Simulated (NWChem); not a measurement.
System meant: CH$_{6}$BeGe; SMILES [Be]([GeH3])[CH3]

Here is an NWChem input.

```
start job
memory heap 200 mb stack 900 mb global 1100 mb
geometry units angstroms noautoz
  Be     0.000000     0.000000     1.271425
  C      0.000000     0.000000     2.947516
  H     -0.187634    -1.006195     3.364393
  H     -0.777573     0.665594     3.364393
  H      0.965208     0.340602     3.364393
  Ge     0.000000     0.000000    -0.934462
  H     -0.111702     1.419572    -1.537611
  H      1.285237    -0.613050    -1.537611
  H     -1.173535    -0.806523    -1.537611
end
basis spherical
  * library def2-svp
end
dft
  odft
  mult 2
  xc pbe0
  iterations 150
  mulliken
end
task dft energy
```

End of the output:

```
                                 NWChem DFT Module
                                 -----------------

 Summary of "ao basis" -> "ao basis" (spherical)
 ------------------------------------------------------------------------------
       Tag                 Description            Shells   Functions and Types
 ---------------- ------------------------------  ------  ---------------------
 Be                         def2-svp                 5        9   3s2p
 C                          def2-svp                 6       14   3s2p1d
 H                          def2-svp                 3        5   2s1p
 Ge                         def2-svp                12       32   5s4p3d

 Summary of "ao basis" -> "ao basis" (spherical)
 ------------------------------------------------------------------------------
       Tag                 Description            Shells   Functions and Types
 ---------------- ------------------------------  ------  ---------------------
 Be                         def2-svp                 5        9   3s2p
 C                          def2-svp                 6       14   3s2p1d
 H                          def2-svp                 3        5   2s1p
 Ge                         def2-svp                12       32   5s4p3d

      Symmetry analysis of basis
      --------------------------

        a          33
        e+         26
        e-         26

  Rotation of axis
  number of electrons :                   48
  multiplicity        :                    2
 ------------------------------------------------------------------------
  no. of electrons and multiplicity not compatible                  48
 ------------------------------------------------------------------------
 ------------------------------------------------------------------------
  current input line :
    24: task dft energy
 ------------------------------------------------------------------------
 ------------------------------------------------------------------------
 There is an error in the input file
 ------------------------------------------------------------------------
 For more information see the NWChem manual at https://nwchemgit.github.io

0: no. of electrons and multiplicity not compatible:Received an Error in Communication
```

Task: Can this run be used? If not, why, and what is the fix?

Result: The input was rejected before any calculation. Cause: the multiplicity doesn't fit the number of electrons (an even count wants an odd multiplicity, and the reverse). This input runs:
```
start job
memory heap 200 mb stack 900 mb global 1100 mb
geometry units angstroms noautoz
  Be     0.000000     0.000000     1.271425
  C      0.000000     0.000000     2.947516
  H     -0.187634    -1.006195     3.364393
  H     -0.777573     0.665594     3.364393
  H      0.965208     0.340602     3.364393
  Ge     0.000000     0.000000    -0.934462
  H     -0.111702     1.419572    -1.537611
  H      1.285237    -0.613050    -1.537611
  H     -1.173535    -0.806523    -1.537611
end
basis spherical
  * library def2-svp
end
dft
  xc pbe0
  iterations 150
  mulliken
end
task dft energy
```
It converges to -2132.80376 Ha (PBE0/def2-SVP).
